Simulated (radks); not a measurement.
Hf59+, configuration [Ne] 3s2 3p1 (the NIST ground configuration).

All-electron calculation, non-relativistic Kohn-Sham, TPSS, spin-polarised, spherical densities, point nucleus; open shells are filled with parallel spins first (spin-orbit coupling, left out, can overturn this in heavy ions); meta-GGA in the generalised Kohn-Sham scheme; relativity is left out, which matters for an element this heavy. Program: a radial shooting solver on a logarithmic mesh with Libxc functionals.

Energy parts (Ry):
part                       energy
total                 -20841.7734
kinetic                20840.6642
electron-nucleus      -43252.9155
Hartree                 1836.1996
exchange-correlation    -265.7216

Orbitals (lengths in bohr, moments of r in powers of bohr):
orbital	occ.	eigenvalue (Ry)	<1/r>	<r^2>
1s up	1	-4773.445	71.49	0.0005909
1s down	1	-4773.176	71.49	0.0005908
2s up	1	-1050.447	17.00	0.008987
2s down	1	-1050.257	17.00	0.008981
2p up	3	-1023.833	16.97	0.006633
2p down	3	-1023.545	16.97	0.006631
3s up	1	-437.4063	7.198	0.04797
3s down	1	-436.2161	7.189	0.04806
3p up	1	-427.5523	7.150	0.04330
3p down	0	-426.3616	7.146	0.04337

The highest occupied level is 3p up at -5817.1 eV. Spin moment in Bohr magnetons: 1. Summed over all electrons, <r^2> = 0.1983 bohr^2, which gives a Langevin (diamagnetic) susceptibility term of -0.157 x 10^-6 cm^3/mol. Virial ratio -V/T = 2.00005. For comparison, the ionisation energy in NIST's Atomic Spectra Database is 6284 eV (theoretical). In exact Kohn-Sham theory the highest level is minus the ionisation energy, but local and semilocal functionals leave it too shallow, through self-interaction and a potential that decays too fast; potentials with the right tail come closer. The electron density at the nucleus is 2.678e+05 e/bohr^3. The spin density at the nucleus is 4.516 e/bohr^3 (1s -4.042, 2s -0.812, 3s 9.370). The density falls to 0.001 e/bohr^3 at r = 0.57 bohr.
